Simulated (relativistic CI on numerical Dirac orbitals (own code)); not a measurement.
Method of calculation: Dirac-Coulomb-Breit CI, KLI orbitals optimised for each configuration, QED by a radiative potential, valence Slater integrals scaled by 0.85, P86 correlation energy added to each configuration (own radial code, finite nucleus).

Configurations in the expansion (outside the closed core [Kr] 4d10): 5s²5p⁴, 5s5p⁵, 5s²5p³5d, 5p⁶, 5s²5p³5f, 5s²5p³6s, 5s5p⁴5d, 5s²5p³6p, 5s²5p³7s, 5s²5p³6d, 5s²5p³4f, 5s²5p³7p, 5s5p⁴5f, 5s²5p³8s, 5s²5p³7d, 5s²5p³5g, 5s²5p³8p, 5s²5p³6f, 5s²5p²4f5d, 5s5p⁴6s, 5s5p³6s², 5p⁵6p, 5s²5p²5d5f, 5s5p⁴4f, 5s5p⁴6p, 5p⁵4f, 5s²5p²5d², 5s²5p5d³, 5s²5p5d²5f, 5s²5p5d²6s, 5s5p²5d³, 5s²5p5d²6p, 5s²5p²4f², 5s²5p4f²5d, 5s²5p4f²5f, 5s²5p4f²6s, 5s5p²4f²5d, 5s²5p4f²6p. Double excitations out of closed p, d and f shells are left out; levels of such configurations are missing from the list, as are those of other unlisted configurations, and high levels can miss mixing partners. These lack a partner that the ground configuration has and come out too high: 5s²5p³7s, 5s²5p³6d, 5s²5p³4f, 5s²5p³7p, 5s5p⁴5f.

Correlation outside the listed configurations is missing or only estimated: errors of thousands of cm⁻¹ between configurations and terms are usual at this charge. Rates and lifetimes follow the computed energies and can be off by large factors. The fine structure of a lone outer electron comes out too small, for d and f at times inverted, and misplaced configurations move strength between like terms. 39 of the 69 excited levels that our extract of the measured tables holds in this range could be paired (the sources list more); they are missed by 5235 cm⁻¹ on average and 9827 at most, and levels without a partner can miss by more.

Outline of the computed level scheme of Xe III. Lowest level of each configuration: 5s²5p⁴ ³P2 at 0.0000 eV; 5s5p⁵ ³P°2 at 12.9233 eV; 5s²5p³5d ⁵D°3 at 14.3631 eV; 5s²5p³6s ⁵S°2 at 15.8444 eV; 5s²5p³6p ⁵P1 at 18.8780 eV.

Some strong electric-dipole decays among the lowest 45 levels: 5s²5p³5d ³S°1 → 5s²5p⁴ ³P2 (1.1e+10 s⁻¹); 5s²5p³5d ³D°3 → 5s²5p⁴ ³P2 (9.4e+09 s⁻¹); 5s²5p³5d ³D°3 → 5s²5p⁴ ³P2 (8.6e+09 s⁻¹); 5s²5p³5d ³F°3 → 5s²5p⁴ ³P2 (5.6e+09 s⁻¹); 5s²5p³5d ³P°1 → 5s²5p⁴ ³P1 (4.6e+09 s⁻¹); 5s²5p³6s ¹D°2 → 5s²5p⁴ ¹D2 (4.3e+09 s⁻¹); 5s²5p³6s ³S°1 → 5s²5p⁴ ³P2 (3.0e+09 s⁻¹); 5s²5p³6s ³D°1 → 5s²5p⁴ ³P2 (2.3e+09 s⁻¹).

Rates of lines that live on the mixing of spin multiplicities can be off by large factors.

LS names give the leading component of a level, which can be under half, so a name can repeat, a term be missing and a line seem to break the LS rules.
